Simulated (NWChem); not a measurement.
C2H7FSn; SMILES [F][SnH]([CH3])[CH3]

Computed with NWChem. Not confirmed as a minimum by frequencies. def2 effective core potentials on Sn; no spin-orbit coupling. Each level has its own optimisation.

```tsv
level	r C–Sn (Å)	r F–Sn (Å)	r H–Sn (Å)	r C–H (Å)	dipole (D)
Hartree-Fock/3-21G (all-electron, non-relativistic)	2.155	1.904	1.739	1.085	2.84
Hartree-Fock/STO-3G (all-electron, non-relativistic)	2.103	1.894	1.633	1.082	1.27
PBE0/def2-SVP (core potentials)	2.140	1.954	1.717	1.099	3.17
```
